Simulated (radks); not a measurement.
Q: These are the eigenvalues of the occupied orbitals of an atom or ion with whole-number occupations (eV). Method: scalar-relativistic Kohn-Sham, SCAN, spin-polarised, spherical densities, finite nucleus; meta-GGA in the generalised Kohn-Sham scheme; Fermi nuclear charge, rms radius of each element as measured or else 0.836 A^(1/3) + 0.57 fm; computed with a radial shooting solver on a logarithmic mesh with Libxc functionals.

1s: -90752.36
2s: -16360.15
2p: -13998.96
3s: -3984.341
3p: -3306.138
3d: -2622.419
4s: -943.2000
4p: -719.9972
4d: -463.5755
5s: -188.7045
4f: -182.3645
5p: -126.1719
5d: -55.4704
6s: -40.3931

Which element is it, and in what charge state? The configuration may be excited. Open shells, if any, are filled with parallel spins first.

A: Z = 83, bismuth, charge +3: Bi3+ in [Hg]. The list shows which subshells hold electrons but not how many an open one holds; the 1s level, -3335.1 hartree, gives Z - s = 81.7 by -(Z - s)^2/2, which with screening and relativity narrows Z to a few neighbours, and the depths of the outer levels then fix element, charge and occupations together.
